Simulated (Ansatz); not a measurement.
Consider the atomization: `[F][InH][CH2]O[SiH3]` → C• + F• + 6 H• + In• + O• + Si•.

Computed with Ansatz on PBE0-D4/def2-TZVP structures; ΔE is electronic, products minus reactants. CCSD(T)/CBS is the MP2 limit (def2-TZVPP, def2-QZVPP) plus CCSD(T) − MP2 in def2-TZVPP, frozen cores. This one scheme is used for every species, atoms too. For atomizations the MP2-based limit and the directly extrapolated one differ by several kJ/mol either way, and by 10 to 25 for some Ge, Se and Sn compounds, so smaller differences from it don't rank the levels. Functionals use def2-TZVPP. Open shells (•) are unrestricted, without spin–orbit coupling. Spin–orbit coupling would lower the free atoms: a little for C, F, O, Si; strongly for In. Elements past krypton have def2 core potentials. For In outer-core shells are correlated without core-valence functions, so the limit isn't a true one: a few kJ/mol of doubt a bond, and 10 to 20 or more in all where bonds break to atoms. One conformer a species, not always the lowest.

Task: What is ΔE at CCSD(T)/CBS? (An estimate is asked.)

Result: Ansatz gave: +3552.2 kJ/mol.

Task: What do these levels give: r2SCAN0-D4, CAM-B3LYP-D4, BLYP, BHLYP, CCSD(T)/def2-SVP, HF/def2-TZVPP? (Estimate.)

Result: The calculation gave: r2SCAN0-D4 3464.9, CAM-B3LYP-D4 3542.8, BLYP 3452.5, BHLYP 3374.6, CCSD(T)/def2-SVP 3288.3, HF/def2-TZVPP 2519.2 kJ/mol.

Largest T1 diagnostic among the species: 0.015.

From r2SCAN to r2SCAN0 (25 % exact exchange), in def2-TZVPP and without D4, ΔE moves by −70.3 kJ/mol: exact exchange takes away binding that semilocal exchange gives to molecules. At CCSD(T), def2-SVP lies −263.9 kJ/mol from the extrapolated value and def2-TZVPP −106.0 kJ/mol: correlation converges slowly with the basis, and small sets miss more of it in the bonded molecule than in its fragments.
